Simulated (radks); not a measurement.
Values are calculated unless marked as measured or tabulated.
Charge is removed step by step from the 1s1/2 level of the boron ion B+, starting from [He] 2s2. Code: a radial shooting solver on a logarithmic mesh with Libxc functionals. Model: Dirac Kohn-Sham, PBE, spin-unpolarised, spherical densities, point nucleus.

| removed (e) | E - E(0) (eV) | eigenvalue (eV) | E minus straight line (eV) |
|---|---|---|---|
| 0 | 0.000 | -193.62 | 0.000 |
| 0.25 | 50.240 | -208.36 | -5.670 |
| 0.5 | 104.21 | -223.45 | -7.611 |
| 0.75 | 161.99 | -238.83 | -5.742 |
| 1 | 223.64 | -254.41 | 0.000 |

Removing the whole electron costs 223.64 eV by Delta-SCF, against 193.62 eV from minus the eigenvalue at the starting occupation. Slater's transition state (half an electron removed) gives 223.45 eV. Integrating minus the eigenvalue over the occupation (Janak's theorem) gives 223.64 eV. The mean slope of the eigenvalue, de/dn, is 60.8 eV per electron.
